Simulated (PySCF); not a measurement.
# Excited states of Br(5+) (bromine, charge +5)

Ground state [Ar] 3d10 4s2, ¹S. All numbers are calculated (PySCF 2.14, a scalar-relativistic core potential, in aug-cc-pwCVTZ-PP with one added diffuse shell each of s, d, f type with ECP10MDF (9s7p7d5f1g, 109 functions)). Vertical excitation energies in eV without spin-orbit coupling; excited terms of each kind are numbered among those the solver found. Frozen: nothing.

```csv
term,leading excitation,EOM-EE-CCSD
1 3P°,4s → p,13.451
1 1P°,4s → p,18.917
1 3D,4s → d,37.781
1 1D,4s → d,41.512
1 3S,4s → s,44.532
1 1S,4s → s,45.571
2 3P°,4s → p,50.681
2 1P°,4s → p,50.971
1 1F°,4s → f,54.448
1 3F°,4s → f,56.446
2 3D,4s → d,59.371
2 1D,4s → d,59.701
```

Doubly excited terms such as np² are absent. The solver can miss terms.
